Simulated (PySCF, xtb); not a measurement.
Si(OH)3(SiH3) (H₆O₃Si₂), SMILES O[Si](O)(O)[SiH3]. One conformer was computed; it need not be the lowest.

Harmonic wavenumbers (cm⁻¹) from GFN2-xTB (xtb) at its own minimum, in rising order: 29, 113, 118, 165, 167, 241, 287, 288, 290, 473, 473, 498, 773, 797, 797, 804, 804, 811, 844, 917, 917, 2204, 2205, 2209, 3707, 3708, 3709.

Question: What does PBE-D3(BJ)/def2-SVP (PySCF 2.14.0) give at its own minimum? (Estimate from the structure and the level; the computed values follow.)

Answer: 84, 84, 123, 149, 149, 221, 281, 299, 299, 462, 494, 494, 766, 766, 767, 781, 861, 895, 895, 937, 937, 2139, 2151, 2151, 3768, 3768, 3768. Paired by order, the mean absolute difference is 33 cm⁻¹ and the zero-point energies are 40.5 and 40.7 kcal/mol.
